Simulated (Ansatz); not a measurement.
`[CH3][Al-]([CH3])([PH3+])[Cl]`, 14 atoms. The species carries charge 0 and has multiplicity 1. All runs use 4 threads of an Arm Neoverse V2 on a shared host. Correlated methods freeze the cores.

(1) How many basis functions does each run have, and how long does it take in Ansatz? direct RPA on PBE orbitals/def2-TZVPP energy; RKS ωB97M-V/def2-SVP energy; RKS revPBE-D4/def2-TZVPP energy; RKS PBE0-D4/def2-TZVP frequencies; RKS ωB97M-V/def2-TZVPP energy and forces; RKS PBE-D4/def2-TZVPP energy and forces; RHF-MP2/def2-QZVPP energy; RKS PBE0-D4/def2-QZVPP energy; RKS PBE0-D4/def2-SVP energy; RKS ωB97M-V/def2-QZVPP energy; RHF-CCSD(T)/def2-SVP energy; RKS PBE-QIDH (frozen core)/def2-TZVPP energy. (Estimate.)

## Answers

(1) Computed: Other jobs shared the machine, so times are rough.

```json
{"level": "RKS PBE0-D4/def2-SVP", "job": "energy", "functions": "127", "wall time": "1.4 s", "peak host memory (GiB)": "0.53"}
{"level": "RKS revPBE-D4/def2-TZVPP", "job": "energy", "functions": "314", "wall time": "2.9 s", "peak host memory (GiB)": "0.51"}
{"level": "RKS PBE-D4/def2-TZVPP", "job": "energy and forces", "functions": "314", "wall time": "3.4 s", "peak host memory (GiB)": "0.51"}
{"level": "RKS ωB97M-V/def2-SVP", "job": "energy", "functions": "127", "wall time": "6 s", "peak host memory (GiB)": "0.53"}
{"level": "direct RPA on PBE orbitals/def2-TZVPP", "job": "energy", "functions": "314", "wall time": "6.5 s", "peak host memory (GiB)": "0.86"}
{"level": "RHF-CCSD(T)/def2-SVP", "job": "energy", "functions": "127", "wall time": "7.5 s", "peak host memory (GiB)": "0.69"}
{"level": "RKS PBE-QIDH (frozen core)/def2-TZVPP", "job": "energy", "functions": "314", "wall time": "7.5 s", "peak host memory (GiB)": "0.95"}
{"level": "RKS PBE0-D4/def2-QZVPP", "job": "energy", "functions": "594", "wall time": "13 s", "peak host memory (GiB)": "2.9"}
{"level": "RKS ωB97M-V/def2-TZVPP", "job": "energy and forces", "functions": "314", "wall time": "15 s", "peak host memory (GiB)": "1.5"}
{"level": "RKS ωB97M-V/def2-QZVPP", "job": "energy", "functions": "594", "wall time": "28 s", "peak host memory (GiB)": "3.2"}
{"level": "RHF-MP2/def2-QZVPP", "job": "energy", "functions": "594", "wall time": "29 s", "peak host memory (GiB)": "4.7"}
{"level": "RKS PBE0-D4/def2-TZVP", "job": "frequencies", "functions": "227", "wall time": "3.7 min", "peak host memory (GiB)": "0.74"}
```
